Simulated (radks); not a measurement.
Valence configurations of Kr+ (all share [Ar]). All-electron calculation, scalar-relativistic Kohn-Sham, r2SCAN, spin-polarised, spherical densities, finite nucleus; open shells are filled with parallel spins first; meta-GGA in the generalised Kohn-Sham scheme; Fermi nuclear charge, rms radius 4.1884 fm. Program: a radial shooting solver on a logarithmic mesh with Libxc functionals. Energies are relative to 3d10 4s2 4p5; eigenvalues in eV for spin up.

valence,E (eV),moment (Bohr magnetons),e(3d),e(4p),e(4s)
3d10 4s2 4p5,0.000,1,-94.875,-20.473,-35.462
3d10 4s1.5 4p5.5,7.442,1,-95.706,-20.839,-35.963
3d10 4s1 4p6,14.857,1,-96.541,-21.212,-36.469
3d9.5 4s2 4p5.5,38.893,1,-102.16,-21.232,-36.682
3d9.5 4s1.5 4p6,46.566,1,-102.97,-21.586,-37.161
3d9 4s2 4p6,80.310,1,-109.56,-21.982,-37.878

NIST lists [Ar] 3d10 4s2 4p5 as the ground configuration; this level of theory agrees among the configurations tried. The energies are those of spherical high-spin densities, not of single terms.
